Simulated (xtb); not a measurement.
xtb input:

```bash
xtb mol.xyz --gfn 2 --sp --chrg 0 --uhf 0
```
mol.xyz:
```
5

Si    -0.02499646    -0.40875984     0.02349026
Cl     0.17730804    -1.50903302     1.72510682
Cl    -0.37130128    -1.66328189    -1.54280298
Br    -1.72463880     0.97762390     0.24338356
Br     1.82886267     0.72671870    -0.34132724
```

### Question
Predict the final energy.

### Answer
-19.15896 Eh (GFN2-xTB).
